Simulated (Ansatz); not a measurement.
Which isomer of BFH6Si2 gives these data?

These gas-phase data were calculated for one isomer of BFH6Si2 at B3LYP/6-31G* (harmonic, unscaled wavenumbers; equilibrium rotational constants with average atomic masses):

```
rotational constants            : 7.784, 1.832, 1.618 GHz
all wavenumbers above 1500 cm⁻¹ : 2619, 2245, 2244, 2231, 2224, 2214
```

Candidates:

(1) `FB[SiH2][SiH3]`, a singlet
(2) `B[Si@H](F)[SiH3]`, a singlet
(3) `B[SiH2][SiH2]F`, a singlet

Problem. Which structure fits?

Solution. Candidate (1). 1 mode lies between 2350 and 2900 cm⁻¹, one for each B–H bond, while (2) has 2, (3) has 2.

The same quantities for all candidates:

```tsv
	rotational constants (GHz)	wavenumbers above 1500 cm⁻¹	E above the lowest, B3LYP/6-31G* (kcal/mol)
(1)	7.784, 1.832, 1.618	2619, 2245, 2244, 2231, 2224, 2214	0.0
(2)	5.412, 2.788, 2.055	2705, 2620, 2248, 2245, 2232, 2204	7.7
(3)	7.067, 2.284, 1.954	2710, 2625, 2250, 2239, 2226, 2208	7.9
```

Each candidate is one conformer. Programs: Ansatz 0.2.0.
